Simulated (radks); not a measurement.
The numbers below are computed, except where a source is named.
Excited configurations of Ga25+: one electron is placed in a higher orbital outside [He] 2s2 2p1. The ground configuration is [He] 2s2 2p2. Code: a radial shooting solver on a logarithmic mesh with Libxc functionals. Model: scalar-relativistic Kohn-Sham, PBE, spin-polarised, spherical densities, point nucleus; open shells are filled with parallel spins first. Excitation = E - E(ground); binding = E(ion) - E, where the ion is the core of charge +26; n* = 26/sqrt(2 binding) in atomic units. These energies are relativistic, and a one-electron ion of charge +26 with no core already has n* below n in this formula (scalar-relativistic equation, point nucleus: 3s 2.986, 3p 2.993, 3d 2.997, 4d 3.996, 5p 4.991, 5d 4.995, 5f 4.998, 6p 5.990, 6d 5.995, 7s 6.984, 7p 6.990, 7d 6.995). The quantum defect is therefore taken as that value minus n*, so that it holds no relativistic shift of the bare ion.

outer orbital  excitation (eV)  binding (eV)     n*  quantum defect  eigenvalue (eV)  <r> (bohr)
3s                      1419.2        1119.9  2.866           0.121          -1099.5      0.4759
3p                      1453.5        1085.5  2.911           0.082          -1063.5      0.4529
3d                      1489.5        1049.5  2.960           0.037          -1022.5      0.3900
4d                      1949.3        589.80  3.949           0.047          -578.19      0.7871
5p                      2155.5        383.61  4.897           0.094          -377.30       1.350
5d                      2162.3        376.76  4.941           0.055          -370.15       1.298
5f                      2167.1        372.01  4.972           0.025          -364.40       1.199
6p                      2273.9        265.16  5.889           0.101          -261.03       1.970
6d                      2277.7        261.35  5.932           0.063          -256.94       1.922
7s                      2342.3        196.76  6.837           0.147          -193.85       2.707
7p                      2344.9        194.19  6.882           0.108          -191.28       2.705
7d                      2347.2        191.90  6.923           0.072          -188.83       2.660

The Delta-SCF ionisation energy is 2539.1 eV (NIST Atomic Spectra Database: 2544 eV, semi-empirical). Self-interaction in the functional shifts the binding energies and quantum defects, so they are the method's values and not measured ones. Open shells are spherical and high-spin; term and fine-structure splittings are not resolved.
